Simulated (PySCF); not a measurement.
Geometries of 3 isomers of C3H8FNSi, from PBE0-D3(BJ)/def2-SVP geometry optimisation, gas phase (PySCF). One conformer each, no zero-point energy, no frequencies.

Question: Which is lowest in electronic energy at this level?
A.
```xyz
14
angstrom
C      2.859   -0.248   -0.105
C      1.682    0.374   -0.122
F      1.459    1.351   -1.030
Si     0.212    0.077    1.023
N     -1.171    0.047   -0.007
C     -2.526   -0.205    0.416
H      3.656    0.023   -0.803
H      3.040   -1.048    0.616
H      0.197    1.150    2.075
H      0.395   -1.228    1.729
H     -1.090    0.586   -0.864
H     -2.530   -0.902    1.270
H     -3.076    0.701    0.737
H     -3.113   -0.687   -0.383
```
B.
```xyz
14
angstrom
C      2.370   -0.555   -0.384
N      1.560   -0.690    0.573
Si     0.527    0.579    1.187
F      0.917    0.780    2.752
C     -1.246    0.033    1.055
C     -1.713   -0.187   -0.383
H      2.538    0.395   -0.940
H      2.980   -1.410   -0.732
H      0.788    1.885    0.502
H     -1.346   -0.894    1.645
H     -1.872    0.788    1.563
H     -1.116   -0.965   -0.883
H     -1.627    0.732   -0.985
H     -2.766   -0.504   -0.423
```
C.
```xyz
14
angstrom
F     -1.162    0.365    1.515
C     -1.155    0.328    0.130
C     -0.576   -1.010   -0.316
N      0.864   -0.910   -0.215
Si     1.473    0.710   -0.132
C     -0.253    1.455   -0.360
H     -2.201    0.438   -0.204
H     -0.990   -1.794    0.342
H     -0.928   -1.229   -1.345
H      1.389   -1.773   -0.233
H      2.421    1.075   -1.234
H      2.151    1.069    1.154
H     -0.424    1.641   -1.433
H     -0.470    2.383    0.186
```

Answer: B. That is `C=N[Si@H](F)CC`, 21.7 kcal/mol below the next.

```tsv
SMILES	atoms numbered as above	E (Eh)	relative (kcal/mol)	relative (kJ/mol)	dipole (D)
C=N[Si@H](F)CC	[CH2:1]=[N:2][Si@H:3]([F:4])[CH2:5][CH3:6]	-562.56617	0.0	0.0	2.45
F[C@@H]1CN[SiH2]C1	[F:1][C@@H:2]1[CH2:3][NH:4][SiH2:5][CH2:6]1	-562.53160	21.7	90.8	1.89
C=C(F)[SiH2]NC	[CH2:1]=[C:2]([F:3])[SiH2:4][NH:5][CH3:6]	-562.48876	48.6	203.3	0.93
```

As drawn, the lowest has a C=N bond and an Si–F bond, which the highest lacks; the highest has an N–H bond and a C=C bond outside aromatic rings, which the lowest lacks.
